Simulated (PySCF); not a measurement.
IrO₂, SMILES [O]=[Ir]=[O] (connectivity only; charge and spin as stated), neutral, multiplicity 4.

The structure is a stationary point at B3LYP-D3(BJ)/def2-TZVP. The multiplicity is an assumed one; other spin states were not compared. The def2 effective core potentials stand for the cores of Ir; spin–orbit coupling is left out.

The numbers are results of PBE/def2-TZVPD (PySCF), not measurements.

Isolated molecule, no solvent.

```yaml
total_energy: -254.70182 hartree
point_group: C2v
"α spin, highest occupied and lowest empty level": -5.98 and -4.37 eV
"β spin, highest occupied and lowest empty level": -6.77 and -5.87 eV
dipole_moment: 0.485 e·Å
quadrupole, principal values (traceless, Buckingham form, about the centre of nuclear charge): -3.41, 0.97, 2.44 D·Å
mean_static_polarisability: 46.1 bohr³ (6.83 Å³)
polarisability_principal_values: 39.0, 41.8, 57.3 bohr³
"⟨S²⟩": 3.758 (pure state 3.75)
```
